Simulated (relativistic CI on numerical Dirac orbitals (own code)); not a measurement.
## Pt5+: resonant inelastic scattering at the L2,3 edge

Computed with this model: Dirac-Coulomb-Breit CI, KLI orbitals optimised for each configuration, model QED (radiative potential, 1s self-energy scaled to tabulated hydrogen-like ionisation energies), Kramers-Heisenberg scattering through one core-hole configuration in a parametric crystal field, unscaled Slater integrals; configurations [Xe] 4f14 5d5 → [He] 2s2 2p5 3s2 3p6 3d10 4s2 4p6 4d10 4f14 5s2 5p6 5d6; 80 K; core-hole width 5 eV; summed over polarisations. Incident energies are the highest absorption maxima for each field (at most a few, so the weaker spin-orbit partner edge can be absent), on the computed scale of the free ion. Intensities are in per cent of the strongest line above 0.02 eV; levels within 1 cm⁻¹ are merged; final levels count from the ground level, the first row holds all elastic scattering, lines under 0.4 are left out and each table stops after 24 rows. The scale of the Slater integrals is a model choice and moves the terms in proportion.

Field parameters in Wybourne normalisation: D3d B²₀ = −7Dσ, B⁴₀ = −14Dq − 21Dτ, B⁴₃ = −14√(10/7) Dq. The field is a parameter set, without covalency.

S is read from ⟨S²⟩ = S(S + 1).

D3d, 10Dq = 40750, Dσ = -1200, Dτ = 380 cm⁻¹:

```csv
Final level (eV),Degeneracy,Irrep,S,11568.6 eV
0.000,2,Γ4,0.65,2128.0
1.300,2,Γ4,0.64,46.7
1.329,2,Γ5+Γ6,0.64,39.3
3.250,2,Γ4,1.62,43.2
3.291,2,Γ5+Γ6,1.63,40.7
3.649,2,Γ4,1.72,54.8
3.993,2,Γ5+Γ6,1.48,33.2
4.023,2,Γ4,1.49,40.8
4.216,2,Γ4,1.48,30.1
4.766,2,Γ4,1.41,33.4
4.842,2,Γ5+Γ6,1.47,59.9
4.870,2,Γ4,1.53,46.4
4.887,2,Γ4,1.35,34.5
4.914,2,Γ5+Γ6,1.40,30.1
5.006,2,Γ4,1.37,29.5
5.375,2,Γ5+Γ6,0.73,100.0
5.443,2,Γ4,0.80,80.2
5.632,2,Γ4,1.98,21.5
5.648,2,Γ5+Γ6,2.17,2.7
5.689,2,Γ4,1.90,22.1
5.776,2,Γ4,1.42,37.3
6.044,2,Γ4,0.59,29.0
6.273,2,Γ4,0.89,10.9
6.451,2,Γ4,0.79,14.4
```

D3d, 10Dq = 40750, Dσ = -860, Dτ = 380 cm⁻¹:

```
Final level (eV)  Degeneracy  Irrep     S  11568.6 eV
           0.000           2     Γ4  0.65      2152.3
           1.300           2  Γ5+Γ6  0.64        40.5
           1.344           2     Γ4  0.64        46.5
           3.249           2     Γ4  1.62        43.5
           3.286           2  Γ5+Γ6  1.63        41.7
           3.647           2     Γ4  1.72        55.6
           3.998           2     Γ4  1.49        41.0
           4.018           2  Γ5+Γ6  1.48        34.1
           4.215           2     Γ4  1.48        30.1
           4.806           2     Γ4  1.43        27.3
           4.846           2     Γ4  1.50        48.4
           4.850           2  Γ5+Γ6  1.48        68.6
           4.880           2     Γ4  1.35        42.4
           4.916           2  Γ5+Γ6  1.39        23.3
           4.991           2     Γ4  1.37        27.4
           5.379           2  Γ5+Γ6  0.73       100.0
           5.441           2     Γ4  0.80        81.1
           5.627           2     Γ4  1.90        27.3
           5.643           2  Γ5+Γ6  2.17         2.5
           5.675           2     Γ4  2.04        13.5
           5.762           2     Γ4  1.35        42.0
           6.042           2     Γ4  0.59        29.3
           6.271           2     Γ4  0.90        11.0
           6.452           2  Γ5+Γ6  0.80        11.1
```

For the first field the strongest loss at the lowest incident energy is the level at 5.37 eV (S = 0.73, against 0.65 in the thermal ground state). Levels of other spin, the first over 8 % at 3.25 eV, appear because spin-orbit coupling of the core hole, and in heavier ions of the valence shell too, mixes spins.
